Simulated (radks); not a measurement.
Co+, 26 electrons, occupied as [Ar] 3d8.

Calculated with a radial shooting solver on a logarithmic mesh with Libxc functionals: scalar-relativistic Kohn-Sham, r2SCAN, spin-polarised, spherical densities, finite nucleus; open shells are filled with parallel spins first; meta-GGA in the generalised Kohn-Sham scheme; Fermi nuclear charge, rms radius 3.7875 fm.

Energy parts (Ry):
total: -2786.31063
kinetic: 2822.32115
electron-nucleus: -6668.72608
Hartree: 1179.39030
exchange-correlation: -119.29599

Orbitals (lengths in bohr, moments of r in powers of bohr; <r^-3> diverges for s and p1/2; r(max) is where P^2 peaks):
orbital  occ.  eigenvalue (Ry)  <r^-3>       <r^4>   r(max)      <r>
1s up       1        -560.1710       -  0.00004652  0.03679  0.05620
1s down     1        -560.1718       -  0.00004652  0.03679  0.05620
2s up       1        -66.98260       -     0.01031   0.2129   0.2551
2s down     1        -66.89068       -     0.01027   0.2128   0.2548
2p up       3        -57.27199   549.5    0.007857   0.1721   0.2249
2p down     3        -57.20224   550.5    0.007812   0.1720   0.2247
3s up       1         -8.09352       -      0.7954   0.6692   0.7771
3s down     1         -7.89360       -      0.8044   0.6699   0.7789
3p up       3         -5.29959   67.66       1.137   0.6807   0.8229
3p down     3         -5.10160   66.95       1.162   0.6818   0.8261
3d up       5         -0.96971   5.537       8.036   0.6799    1.105
3d down     3         -0.79537   5.232       11.53   0.6864    1.171

The highest occupied level is 3d down at -10.822 eV. The density falls to 0.001 e/bohr^3 at r = 3.41 bohr.
